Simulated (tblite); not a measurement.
C4H5Si, doublet, at a GFN2-xTB geometry; GFN1-xTB run with tblite.

tblite was given this input:
```
$ tblite run mol.xyz --method gfn1 --charge 0 --spin 1 --json tblite.json --no-restart

# file mol.xyz
10

C     -0.60019287    -1.32209793    -0.01120819
C      0.73500498    -1.08278056    -0.21295673
Si     0.98219806     0.72984330    -0.10194711
C     -0.79575565     1.03763847     0.21926233
C     -1.42349881    -0.18164949     0.22125698
H     -1.02610053    -2.31399529    -0.02366819
H      1.44596093    -1.86909775    -0.39704494
H      2.14030808     1.59040173    -0.22215297
H     -1.32017263     1.96256745     0.38398876
H     -2.48411462    -0.29434522     0.38801047
```

It wrote (shortened):

```
xTB calculator
 | screened Coulomb repulsion
 | Coulomb electrostatics
 |  * isotropic Klopman-Ohno-Mataga-Nishimoto electrostatics
 |  * onsite third-order electrostatics
 | DFT-D3(BJ) dispersion correction

halogen bonding energy    0.0000000000000E+00 Eh
repulsion energy          2.1556511416710E-01 Eh
dispersion energy        -3.8026699654574E-03 Eh
number of electrons       2.5000000000000E+01 e
integral cutoff           2.8146159136829E+01 bohr

------------------------------------------------------------
  cycle        total energy    energy error   density error
------------------------------------------------------------
      1     -12.84607679346  -1.3057839E+01   6.6901274E-01
      2     -12.87212884049  -2.6052047E-02   3.7361881E-01
      3     -12.86033250489   1.1796336E-02   1.0237769E-01
      4     -12.87417121101  -1.3838706E-02   1.6199940E-02
      5     -12.87513259781  -9.6138680E-04   1.3709013E-03
      6     -12.87513326324  -6.6543336E-07   4.3971059E-04
      7     -12.87513359040  -3.2715398E-07   2.0674195E-04
      8     -12.87513370349  -1.1309455E-07   3.3334152E-05
      9     -12.87513370231   1.1843522E-09   2.5730674E-05
     10     -12.87513370377  -1.4645725E-09   7.5767737E-06
------------------------------------------------------------

electronic energy        -1.3086896147973E+01 Eh
total energy             -1.2875133703771E+01 Eh

Post processing:
 | Mayer-Wiberg bond orders

[Info] JSON dump of results written to 'tblite.json'
```
